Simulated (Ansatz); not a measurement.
Frontier orbitals of C$_{4}$H$_{7}$FSi, SMILES `C=C[SiH](F)C=C`.

```
atom   x (Å)   y (Å)   z (Å)
  C1   0.521  -0.191  -2.254
  C2  -0.229  -0.551  -1.215
 Si3   0.507  -0.866   0.453
  F4   0.173  -2.362   0.928
  C5  -0.170   0.290   1.731
  C6  -0.869   1.380   1.420
  H7   0.099   0.012  -3.235
  H8   1.599  -0.087  -2.168
  H9  -1.304  -0.644  -1.359
 H10   1.987  -0.770   0.351
 H11   0.025   0.086   2.783
 H12  -1.092   1.638   0.388
 H13  -1.245   2.064   2.176
```

The species carries charge 0 and has multiplicity 1. Geometry: relaxed with PBE0-D4/def2-TZVP. It is one conformer, not always the lowest. Basis def2-TZVPP, Ansatz 0.2.0.

Orbital energies of one run (eV). Highest occupied ones, from the top: -10.52, -10.75, -11.20, -11.65, -13.41, -13.93, -14.54, -14.95, -15.11, -15.96, -16.07, -17.55, -19.10, -19.75. Empty: 1.34, 1.77, 3.15, 3.74, 3.87, 4.14.

Q: Which functional gave them?
A. BLYP
B. ωB97X-V
C. B97M-V
D. r2SCAN

A: B. HOMO energies: ωB97X-V -10.52, r2SCAN -7.25, B97M-V -7.25, BLYP -6.86 eV.
